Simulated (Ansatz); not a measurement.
Reactions of `N[SiH2][SiH](N)O`.

Program: Ansatz. Geometries: PBE0-D4/def2-TZVP. ΔE: electronic, gas phase. CCSD(T)/CBS adds triple-zeta CCSD(T) − MP2 to the extrapolated MP2 energy (def2 sets, frozen cores). This one scheme is used for every species. Open shells (•) are unrestricted, without spin–orbit coupling. One conformer a species, not always the lowest.

Problem. Order these by ΔE at CCSD(T)/CBS, lowest first. (Estimate.)
A. `N[SiH2][SiH](N)O` + H₂ → `N[SiH2][SiH2]N` + H₂O
B. `N[SiH2][SiH](N)O` + H₂O → `N[SiH2][SiH](O)O` + NH₃
C. `N[SiH2][SiH](N)O` → `N[SiH2]`• + `N[SiH]O`•
D. `N[SiH2][SiH](N)O` → `N[SiH2]N` + `O[SiH]`
E. `N[SiH2][SiH](N)O` → `N[SiH3]` + `N[Si]O`
F. `N[SiH2][SiH](N)O` + H₂S → `N[SiH](O)S` + `N[SiH3]`

Solution. F (-18.8 kcal/mol), B (-10.0 kcal/mol), A (+20.6 kcal/mol), E (+29.1 kcal/mol), D (+41.9 kcal/mol), C (+79.9 kcal/mol).

Largest T1 diagnostic: 0.016, for `O[SiH]`.
